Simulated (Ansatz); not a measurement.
`C[S][AlH][Cl]` + H₂O → `C[S][AlH][OH]` + HCl at 600 K and 1 bar (formal hydrolysis of the Al–Cl bond).

Isolated molecules relaxed with PBE0-D4/def2-TZVP in Ansatz; ΔE leaves out vibrations. CBS: MP2 limit from def2 TZ/QZ plus the TZ coupled-cluster correction, frozen cores. This one scheme is used for every species. One conformer a species, not always the lowest.

```csv
species,CCSD(T)/CBS energy (Eh),H − E (kJ/mol),S (J/(mol·K))
`C[S][AlH][Cl]`,-1140.13367,178.8,421.8
H₂O,-76.37941,76.8,212.8
`C[S][AlH][OH]`,-756.12026,214.7,425.4
HCl,-460.38127,35.4,207.2
```

H − E and S are ideal-gas, rigid-rotor, harmonic terms from PBE0-D4/def2-TZVP, for one conformer and one mirror image of each species. 1 Eh = 2625.50 kJ/mol, R = 8.31446 J/(mol·K).

**Question.** By hand: ΔE, ΔH, ΔS and ΔG.

**Answer.** ΔE = (-756.12026) + (-460.38127) − (-1140.13367) − (-76.37941) = 0.01155 Eh = 30.3 kJ/mol. Δ(H − E) = 214.7 + 35.4 − 178.8 − 76.8 = -5.5, so ΔH = 24.8 kJ/mol. ΔS = 425.4 + 207.2 − 421.8 − 212.8 = -2.0 J/(mol·K). ΔG = 24.8 − 600 × (-2.0)/1000 = 26.0 kJ/mol.

**Question.** By hand: the equilibrium constant, and the temperature at which ΔG would vanish if ΔH and ΔS stayed fixed.

**Answer.** log₁₀ K = −ΔG/(RT ln 10) = -2.3. ΔH and −TΔS have one sign here, so there is no such temperature.

The number of gas molecules stays the same, so ΔS is small and ΔH decides. A doubt of 5 kJ/mol in ΔE shifts log₁₀ K by 0.4 here. Other conformers and mirror images would add mixing entropy, several J/(mol·K) or more a flexible species. These are equilibria of isolated gas molecules and say nothing of rates. Largest T1 diagnostic: 0.012 (customary marks: 0.02 for closed shells, 0.045 for open ones).

ΔS is within the doubt of such terms, so its sign, and with it that verdict, could turn.
